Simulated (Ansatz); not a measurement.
A nudged elastic band was laid between two geometries of a periodic cell of 13 atoms, GaOs12 (surface Os(0001), adsorbate Ga).

Computed with DFT PBE, scalar-relativistic, plane waves, PAW (Ansatz). Settings: cutoff 420 eV, k mesh 4x4x1, gaussian smearing 0.05 eV, no spin polarisation.

| Item | Value |
| --- | --- |
| movable images | 5 |
| climbing image | yes |
| spring | 5.0 eV/Å² |
| optimiser | quadratic models (default) |
| start path | IDPP |
| force threshold | 0.03 eV/Å |
| iteration limit | 73 |
| end points | relaxed |
| atoms held | 1 to 4 |

Initial state:

```xyz
13
Lattice="5.4800 0.0000 0.0000 2.7400 4.7458 0.0000 0.0000 0.0000 15.3265" Properties=species:S:1:pos:R:3
Os 0.000 0.000 1.000
Os 2.740 0.000 1.000
Os 1.370 2.373 1.000
Os 4.110 2.373 1.000
Os 0.000 1.578 3.094
Os 2.740 1.582 3.094
Os 1.373 3.957 3.094
Os 4.107 3.957 3.094
Os 0.000 0.000 5.188
Os 2.740 -0.060 5.217
Os 1.318 2.403 5.217
Os 4.162 2.403 5.217
Ga 2.740 1.582 7.256
```

Final state:

Only the atoms that move by more than 0.05 Å are listed.
```
Os9 0.000 0.053 5.221
Os10 2.740 0.000 5.194
Os11 1.324 2.346 5.221
Os12 4.156 2.346 5.221
Ga13 2.740 3.164 7.269
```

Problem. Which bonds break or form, and what moves?

Solution. Contacts lost: Os10–Ga13. Contacts made: Os9–Ga13. The atom that moves furthest is Ga13, by 1.58 Å.

Problem. Give the energies along the band, and the barrier.

Solution. It converged. The highest image is number 3 of 0 to 6, 0.090 eV above the first end and 0.065 eV above the last; the last end lies 0.025 eV above the first. By the program's own check the climbing image is of a kind that is not told: the force calls were inconclusive, a negative curvature could not be distinguished from the path's own, the only one lies far off the path, or fixed occupations may fill a level only in part (lowest curvatures found: -0.54 and 1.66 eV/Å²). Limits of this set-up: coarse k mesh, thin slab, slab without dipole correction.

```csv
image,path coordinate (Å),energy (eV),Os10–Ga13 (Å),Os9–Ga13 (Å)
0,0.00,0.000,2.62,3.78
1,0.28,0.029,2.81,3.57
2,0.57,0.070,3.05,3.37
3,0.85,0.090,3.28,3.16
4,1.10,0.075,3.45,2.97
5,1.35,0.045,3.61,2.78
6,1.61,0.025,3.78,2.62
```

Problem. What is the geometry of the highest image?

Solution. 
```xyz
13
Lattice="5.4800 0.0000 0.0000 2.7400 4.7458 0.0000 0.0000 0.0000 15.3265" Properties=species:S:1:pos:R:3
Os 0.000 0.000 1.000
Os 2.740 0.000 1.000
Os 1.370 2.373 1.000
Os 4.110 2.373 1.000
Os 0.000 1.575 3.091
Os 2.740 1.577 3.091
Os 1.380 3.954 3.092
Os 4.101 3.954 3.092
Os 0.005 0.001 5.204
Os 2.737 -0.040 5.191
Os 1.312 2.377 5.222
Os 4.166 2.378 5.221
Ga 2.738 2.425 7.348
```

Run time: 7.1 min on 4 threads of Intel(R) Xeon(R) Platinum 8488C (Sapphire Rapids) (shared host), peak memory 2.9 GiB.
